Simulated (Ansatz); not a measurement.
Cartesian coordinates in Å:
```
O -1.832 -0.862 -0.344
Si -0.507 -0.290 -1.122
F 0.190 -1.454 -1.974
Si 1.076 0.485 0.455
O 0.448 0.388 1.966
F 1.420 2.006 0.086
H -1.707 -1.493 0.367
H -1.022 0.719 -2.074
H 2.351 -0.264 0.515
H -0.418 0.766 2.125
```

Charge 0, multiplicity 1.

Problem. List the r2SCAN/def2-TZVPP orbital energies in eV (Ansatz). (An estimate is asked.)

Solution. The calculation gave: Occupied: -1792.41, -1792.41, -666.23, -666.23, -516.46, -516.46, -142.69, -142.69, -97.61, -97.61, -97.56, -97.55, -97.52, -97.51, -31.35, -31.34, -27.07, -27.00, -15.29, -14.81, -13.22, -12.88, -11.64, -11.42, -11.33, -10.96, -10.61, -9.86, -9.68, -9.55, -9.06, -8.80, -7.01. Lowest empty: -1.24, -1.19, 0.87, 1.08, 1.43, 2.18, 2.70, 2.99.
